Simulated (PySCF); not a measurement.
# Electron correlation in Cl (chlorine, neutral)

[Ne] 3s1 3p6, 2S determinant (an excited configuration). Calculation: PySCF 2.14, in aug-cc-pwCVTZ; the non-relativistic Hamiltonian (point nucleus). Frozen: 1s2; 15 electrons correlated.

| level | correlation energy (mhartree) |
| --- | --- |
| CCSD | -595.13 |
| (T) | -49.38 |
| CCSD(T) | -644.51 |

Diagnostics: T1 = 0.016, D1 = 0.0509, largest double amplitude 0.205.

A double-excitation amplitude exceeds 0.15, a sign of near-degeneracy.

Cost of the coupled-cluster step: of the order of 27 core-seconds, for 15 correlated electrons.
